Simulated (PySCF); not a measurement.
**Broadened absorption spectrum of C8H12BN**

Compound: C8H12BN.
SMILES: `c1[n+]([BH3-])c(ccc1)C1CC1`

The calculation used PySCF 2.14.0, density-fitted response routines, TDDFT CAM-B3LYP/def2-SVPD, vertical, gas phase, core orbitals frozen in the response. Isolated species at its PBE0-D3(BJ)/def2-SVP geometry (one conformer only). Torsions of this conformer, `[BH3-:1][n+:2]1[cH:3][cH:4][cH:5][cH:6][c:7]1[CH:8]1[CH2:9][CH2:10]1`: C6–C7–C8–C9 -31°.

Each state is given a Gaussian of 0.3 eV full width at half maximum, with ε(max) = 2.175×10⁸ f / Δν̃ (Δν̃ the width in cm⁻¹). The width is an assumption, not a result. The curve ends short of the highest state used, and states not computed would add to its high-energy end.

λ (nm), ε (L mol⁻¹ cm⁻¹) and a bar:
```
    184.3        298 
    185.9        299 
    187.4        255 
    189.0        200 
    190.5        212 
    192.1        423 
    193.6       1004 #
    195.2       2325 ##
    196.7       4464 ####
    198.3       7800 #######
    199.8      11772 ###########
    201.3      16288 ###############
    202.9      21372 ####################
    204.4      26026 ########################
    206.0      30232 ############################
    207.5      32619 ##############################
    209.1      32630 ##############################
    210.6      29975 ############################
    212.2      24840 #######################
    213.7      18962 #################
    215.3      12865 ############
    216.8       8166 #######
    218.4       4608 ####
    219.9       2560 ##
    221.5       1462 #
    223.0       1179 #
    224.6       1468 #
    226.1       2181 ##
    227.6       3242 ###
    229.2       4652 ####
    230.7       6094 ######
    232.3       7588 #######
    233.8       8809 ########
    235.4       9838 #########
    236.9      10542 ##########
    238.5      11058 ##########
    240.0      11361 ##########
    241.6      11493 ###########
    243.1      11397 ##########
    244.7      10990 ##########
    246.2      10284 #########
    247.8       9196 ########
    249.3       7936 #######
    250.9       6462 ######
    252.4       5088 #####
    253.9       3829 ####
    255.5       2691 ##
    257.0       1847 ##
    258.6       1179 #
    260.1        742 #
    261.7        432 
    263.2        250 
    264.8        134 
    266.3         72 
    267.9         36 
    269.4         18
```

Question: Locate the maxima and give the states behind the curve.

Answer: 242 nm (5.13 eV), ε about 11000, made up of S1 (65%) and S2 (34%); 208 nm (5.95 eV), ε about 33000, made up of S4 (85%) and S6 (15%); 185 nm (6.70 eV), ε about 310, made up of S7 (100%) (ε in L mol⁻¹ cm⁻¹; maxima over ε = 5, shares over 10%). The states used: S1 5.05 eV (f 0.101); S2 5.27 eV (f 0.084); S3 5.38 eV (f 0.0017); S4 5.92 eV (f 0.320); S5 6.08 eV (f 0.0006); S6 6.12 eV (f 0.130); S7 6.70 eV (f 0.0034); S8 7.21 eV (f 0.0026); S9 7.25 eV (f 0.0040); S10 7.33 eV (f 0.0014).

Question: What would ε be at 5.95 eV, the highest of these maxima, with half the width (0.15 eV)?

Answer: About 53000 L mol⁻¹ cm⁻¹ against 33000, a factor of about 1.6; a lone state at its own centre would give exactly 2.

Question: Coming from long wavelengths, where does ε first pass 100 L mol⁻¹ cm⁻¹?

Answer: At about 265 nm (4.67 eV), 0.38 eV below S1.

Question: On this curve, what absorbance would a 10⁻³ mol/L sample give at 248 nm over a 1 cm path?

Answer: 248 nm is 4.999 eV, where ε is about 9000 L mol⁻¹ cm⁻¹, so A = ε c l ≈ 9 (Beer–Lambert, with the gas-phase spectrum and the assumed width).

All these states lie below the vertical ionisation energy of 9.27 eV (ΔSCF).
